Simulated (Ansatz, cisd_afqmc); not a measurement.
System: C2H3Cl3, charge 0, singlet. C2H3Cl3 (1,1,1-trichloroethane, SMILES CC(Cl)(Cl)Cl).
B3LYP-D3(BJ)/def2-TZVP minimum from Ansatz (a first-principles code):
```
C
C 1 1.5123
H 2 1.0886 1 109.38
H 2 1.0886 3 109.56 1 119.89
H 2 1.0886 3 109.56 4 120.22
Cl 1 1.7932 2 110.11 3 -60.00
Cl 1 1.7932 2 110.11 3 180.00
Cl 1 1.7932 2 110.11 3 60.00
```
Charge 0, spin multiplicity 1.

Total energies in cc-pV(T+d)Z, 32 correlated electrons, 17 frozen orbitals. UHF or UKS for unpaired electrons; spin-orbit terms are left out. Cores are frozen in correlated methods. No relativity. AFQMC is phaseless with a CISD trial state; ± is one standard error, without the phaseless bias. Outlying blocks are dropped, and bars are widened where a walk drifts. Over all cases where full CI ran beside it in this data, AFQMC minus full CI had a median of +0.1 mEh and passed +0.4 mEh in a tenth of the cases.

```csv
method,program,energy (Eh),minus AFQMC/CISD (mEh)
HF,Ansatz,-1456.05493,1020.7 ± 0.4
MP2,Ansatz,-1456.97331,102.3 ± 0.4
CCSD,Ansatz,-1457.02810,47.6 ± 0.4
CCSD(T),Ansatz,-1457.07309,2.6 ± 0.4
AFQMC/CISD,cisd_afqmc,-1457.0756 ± 0.0004,0.0
```
